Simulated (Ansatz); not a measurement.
`CO[SiH](O)F`. Charge 0, multiplicity 1.

Z-matrix (Å, degrees):
```
C
O 1 1.412
H 1 1.091 2 108.1
H 1 1.095 2 111.2 3 -119.0
H 1 1.094 2 111.3 3 119.4
Si 2 1.623 1 125.5 3 -176.0
F 6 1.595 2 107.9 1 49.5
O 6 1.619 2 108.8 1 170.5
H 6 1.471 2 114.0 1 -68.9
H 8 0.958 6 118.6 2 -39.6
```

(1) List the harmonic frequencies (cm⁻¹, unscaled) at PBE0-D4/def2-TZVP in Ansatz. (An estimate is asked.)

(2) Is this a minimum?

(3) Give the ideal-gas thermochemistry at 298.15 K and 1 bar (rigid rotor, harmonic oscillator; point group C1, symmetry number 1).

(4) Rotational constants (cm⁻¹)?

## Answers

(1) Computed: 71, 81, 144, 196, 306, 357, 397, 740, 794, 845, 884, 909, 990, 1159, 1184, 1222, 1484, 1498, 1500, 2306, 3030, 3098, 3132, 3925.

(2) Yes, all 24 modes are real.

(3) Zero-point energy 181.0 kJ/mol; H(298) − E = 202.2 kJ/mol; entropy 349.6 J/(mol·K), of which translation 165.8, rotation 110.1, vibration 73.6; G(298) − E = 98.0 kJ/mol. Modes under 100 cm⁻¹ are hindered rotations or soft bends, so the harmonic entropy is rough.

(4) 0.2205, 0.1027, 0.07742.
